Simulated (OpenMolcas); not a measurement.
## As⁺: effect of the active space

| Quantity | Value |
| --- | --- |
| Program | OpenMolcas 26.06 |
| Method | XMS-CASPT2 or its RAS form, IPEA 0.25 Eh, imaginary shift 0.1 Eh |
| Basis | ANO-RCC-VTZP |
| Scalar Hamiltonian | DKH2, point nucleus |
| Spin-orbit coupling | RASSI with atomic mean-field integrals over the reference wave functions, term energies averaged over their components |

A. 2 electrons in 3 orbitals (4p); 2S+1 = 3 even, 3 roots; 2S+1 = 1 even, 6 roots; closed shells correlated: 3d 4s; CASPT2 step about 0.9 core-seconds
B. 4 electrons in 4 orbitals (4s 4p); 2S+1 = 3 even, 3 roots; 2S+1 = 1 even, 6 roots; 2S+1 = 5 odd, 1 root; 2S+1 = 3 odd, 9 roots; 2S+1 = 1 odd, 8 roots; closed shells correlated: 3d; CASPT2 step roughly 2.9 core-seconds
C. 4 electrons in 8 orbitals (4s 4p 5s 5p); 2S+1 = 3 even, 3 roots; 2S+1 = 1 even, 9 roots; 2S+1 = 5 odd, 1 root; 2S+1 = 3 odd, 9 roots; 2S+1 = 1 odd, 8 roots; closed shells correlated: 3d; CASPT2 step about 9 core-seconds
D. 4 electrons in 9 orbitals (RAS2 4s 4p; RAS3 4d, at most 2 electrons); 2S+1 = 3 even, 6 roots; 2S+1 = 1 even, 6 roots; 2S+1 = 5 odd, 1 root; 2S+1 = 3 odd, 8 roots; 2S+1 = 1 odd, 8 roots; closed shells correlated: 3d; CASPT2 step of the order of 16 core-seconds

Energies in cm-1 above 4s2 4p2 3P0, the measured ground level; measured values from NIST Handbook of Basic Atomic Spectroscopic Data.

```tsv
Level	A	B	C	D	Measured
4s2 4p2 3P0	0.0	0.0	0.0	0.0	0.0
4s2 4p2 3P1	936	940	894	951	1063
4s2 4p2 3P2	2290	2280	2180	2320	2541
4s2 4p2 1D2	9980	9970	10190	10220	10096
4s2 4p2 1S0	23060	22120	22450	23290	22599
```

Deviations, from unrounded energies. A percentage is the sum of absolute deviations over the sum of measured energies, with the sign that they share, or ± where signs differ.

```json
{"Against measurement": "mean absolute deviation (cm-1)", "Levels": "4", "A": "240", "B": "250", "C": "190", "D": "290"}
{"Against measurement": "fine structure of the ground term (%)", "Levels": "2", "A": "-10.6", "B": "-10.8", "C": "-14.7", "D": "-9.1"}
{"Against measurement": "other terms of the ground configuration (%)", "Levels": "2", "A": "±1.8", "B": "-1.8", "C": "±0.7", "D": "+2.5"}
```

C lies closest to measurement on these levels and D furthest from it. The largest miss of C in the table is 4s2 4p2 3P2, by -360 cm-1. The ranking rests on the paired levels alone, and a cruder setting can come out closer through cancelling errors.

The two smallest mean deviations differ by little beside CASPT2's spread within terms, so their order carries little weight.

Among A to D the level of the table that moves most is 4s2 4p2 1S0, by 1200 cm-1 (lowest in B, highest in D). Moves below CASPT2's spread within the term are not significant.

Term energies are means over components that CASPT2 splits; among the terms shown or strongly mixed into the levels shown the widest spread is 440 cm-1 (4s2 4p2 1D, A). Over all roots computed the reference weight is 0.85 to 0.98 in B, 0.84 to 0.98 in C; the roots of lowest weight are the least certain, and an intruder state may touch them. With the s shell closed, the reference lacks s² → p² mixing (holds for A). The run also gave levels led by 4s2 4p 5p, 4s2 4p 5s, which use shells meant for correlation; these and all levels above them are left out (holds for C). The run also gave levels led by 4s 4p2 4d, 4s2 4p 4d, which use shells meant for correlation; these and all levels above them are left out (holds for D). Computed and measured levels are paired by configuration, term and J; levels that our copy of the source lacks, or whose pairing is in doubt (as where it misses far off the trend of its configuration), stay unpaired and out of the deviations. Only configurations of the active space appear. The table leaves out levels that lie high or whose names do not pair safely across all columns.
